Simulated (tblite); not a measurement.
Q: Write Cartesian coordinates for InChI=1S/C5H4Cl2O2S2/c1-3-2-4(10-5(3)6)11(7,8)9/h2H,1H3 as optimised with GFN2-xTB.

A: 
```xyz
15
C5H4Cl2O2S2 angstrom
C     -2.394   -0.799   -0.160
C     -1.127   -0.025   -0.027
C      0.166   -0.556   -0.237
C      1.146    0.371   -0.071
S      2.873    0.104   -0.156
O      3.547    1.319   -0.468
O      3.147   -1.079   -0.900
Cl     3.285   -0.317    1.792
S      0.567    1.921    0.365
C     -1.058    1.305    0.308
Cl    -2.383    2.318    0.644
H     -2.772   -0.727   -1.180
H     -2.219   -1.847    0.068
H     -3.152   -0.405    0.511
H      0.370   -1.575   -0.511
```

Orientation and origin are arbitrary. Atoms count from 1 in this order. The 5-membered ring C2–C3–C4–S9–C10 has internal angles of 89.2° to 113.9° (sum 540°, against 540° for a flat polygon); it is planar, 0.00 Å rms from its mean plane, widest ring torsion 1°. S5 (sulfonyl sulfur) is distorted tetrahedral (angles from 100.6° to 120.3°). S9 (thiophene-type sulfur) is bent (angle 89.2°). The 3 C–S bonds span 1.712 Å (C4–S9, aromatic) to 1.750 Å (C4–S5, drawn single), a spread of 0.038 Å.

Bonds between heavy atoms (Å): C1–C2 1.491, C2–C3 1.414, C3–C4 1.359, C4–S5 1.750, S5=O6 1.423, S5=O7 1.424, S5–Cl8 2.035, C4–S9 1.712, S9–C10 1.740, C10–Cl11 1.702, C2–C10 1.372.

The geometry is computed with GFN2-xTB (gas phase).

Point group: C1 (no symmetry element, even within 0.4 Å). Its GFN2-xTB frequencies are all real (lowest 21 cm⁻¹). One conformer, not necessarily the lowest (C3–C4–S5–O6 157°).
